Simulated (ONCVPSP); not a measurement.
u(r) = r·R(r): atom against pseudo-atom (O)

Columns: radius, all-electron u(r) and pseudo u(r) of the 2p shell (level -9.20 eV) of oxygen in the configuration [He] 2s2 2p4; LDA (Perdew-Wang 92), scalar-relativistic, ONCV scheme, ONCVPSP 4.0.1.

```json
{"r (bohr)": "0.062", "all-electron": "0.0461", "pseudo": "0.0205"}
{"r (bohr)": "0.125", "all-electron": "0.1481", "pseudo": "0.0806"}
{"r (bohr)": "0.188", "all-electron": "0.2689", "pseudo": "0.1732"}
{"r (bohr)": "0.250", "all-electron": "0.3869", "pseudo": "0.2859"}
{"r (bohr)": "0.312", "all-electron": "0.4944", "pseudo": "0.4081"}
{"r (bohr)": "0.375", "all-electron": "0.5887", "pseudo": "0.5301"}
{"r (bohr)": "0.438", "all-electron": "0.6665", "pseudo": "0.6397"}
{"r (bohr)": "0.500", "all-electron": "0.7272", "pseudo": "0.7285"}
{"r (bohr)": "0.562", "all-electron": "0.7735", "pseudo": "0.7952"}
{"r (bohr)": "0.625", "all-electron": "0.8070", "pseudo": "0.8403"}
{"r (bohr)": "0.688", "all-electron": "0.8289", "pseudo": "0.8649"}
{"r (bohr)": "0.750", "all-electron": "0.8406", "pseudo": "0.8730"}
{"r (bohr)": "0.812", "all-electron": "0.8443", "pseudo": "0.8695"}
{"r (bohr)": "0.875", "all-electron": "0.8412", "pseudo": "0.8581"}
{"r (bohr)": "0.938", "all-electron": "0.8325", "pseudo": "0.8422"}
{"r (bohr)": "1.000", "all-electron": "0.8197", "pseudo": "0.8242"}
{"r (bohr)": "1.062", "all-electron": "0.8035", "pseudo": "0.8050"}
{"r (bohr)": "1.125", "all-electron": "0.7843", "pseudo": "0.7847"}
{"r (bohr)": "1.188", "all-electron": "0.7632", "pseudo": "0.7632"}
{"r (bohr)": "1.250", "all-electron": "0.7410", "pseudo": "0.7410"}
{"r (bohr)": "1.312", "all-electron": "0.7178", "pseudo": "0.7178"}
{"r (bohr)": "1.375", "all-electron": "0.6936", "pseudo": "0.6936"}
{"r (bohr)": "1.438", "all-electron": "0.6691", "pseudo": "0.6691"}
{"r (bohr)": "1.500", "all-electron": "0.6449", "pseudo": "0.6449"}
{"r (bohr)": "1.562", "all-electron": "0.6208", "pseudo": "0.6208"}
{"r (bohr)": "1.625", "all-electron": "0.5965", "pseudo": "0.5965"}
```

(1) How many radial nodes do the two functions have?

(2) At about which radius was the pseudo-wave matched?

(3) Is the pseudo-wave norm-conserving?

Answers

(1) The all-electron 2p function has n − l − 1 = 0; the pseudo-wave has 0.

(2) 1.25 bohr. The columns agree to 0.0005 from 1.12 bohr on; several derivatives are matched, so the curves merge somewhat inside the radius.

(3) Yes: the ONCV scheme keeps the norm inside the radius equal to the all-electron one, which fixes the energy derivative of the logarithmic derivative at the level.
